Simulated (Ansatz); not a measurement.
Ansatz (a first-principles code) input file for fluoroethane (C2H5F), SMILES CCF, PBE0/def2-SVPD. Coordinates come from a PBE-D3(BJ)/def2-TZVP optimisation.

Ansatz 0.2 input:
```yaml
crystal:
  periodic: [false, false, false]
  atoms:
    - {symbol: C, position_ang: [-0.22526271, 1.19538141, 0.00000000]}
    - {symbol: C, position_ang: [0.54867469, -0.10280314, 0.00000000]}
    - {symbol: F, position_ang: [-0.33958208, -1.19380572, -0.00000000]}
    - {symbol: H, position_ang: [0.47264127, 2.04627775, -0.00000001]}
    - {symbol: H, position_ang: [-0.86121198, 1.27097895, -0.89271019]}
    - {symbol: H, position_ang: [-0.86121197, 1.27097896, 0.89271019]}
    - {symbol: H, position_ang: [1.18277477, -0.19972693, 0.89626861]}
    - {symbol: H, position_ang: [1.18277477, -0.19972693, -0.89626861]}
basis:
  gaussian:
    orbitals: def2-SVPD
hamiltonian:
  xc: {name: PBE0}
```

It prints:

```
WARN ansatz: RAYON_NUM_THREADS=1 ignored (pool sized by the plan → 1); use --threads N
Functional definition: PBE0
integrals: 0.03 GiB planned
843 factors; their error is unknown
mean field: 0.29 GiB planned
mean field evaluation 1: about -4860.4542 eV, gradient 3.9e1 eV
mean field evaluation 2: about -4860.0289 eV, gradient 4.1e1 eV
mean field evaluation 4: about -4863.8658 eV, gradient 1.8e0 eV
mean field evaluation 8: about -4863.8722 eV, gradient 3.7e-2 eV
mean field evaluation 16: about -4863.8691 eV, gradient 2.6e-5 eV
mean field -4863.86909626 eV, -178.7438924388 hartree, gradient 2.6e-5 eV, S^2 0.000000; 0 other end points of the search recorded, 0 dependent functions left out
reference -4863.86912314 eV, -178.7438934263 hartree; 13, 13 occupied and 90, 90 virtual orbitals, 843 factors
Total energy: -4863.86912314 eV, -178.7438934263 hartree
```

Self-consistency was reached.
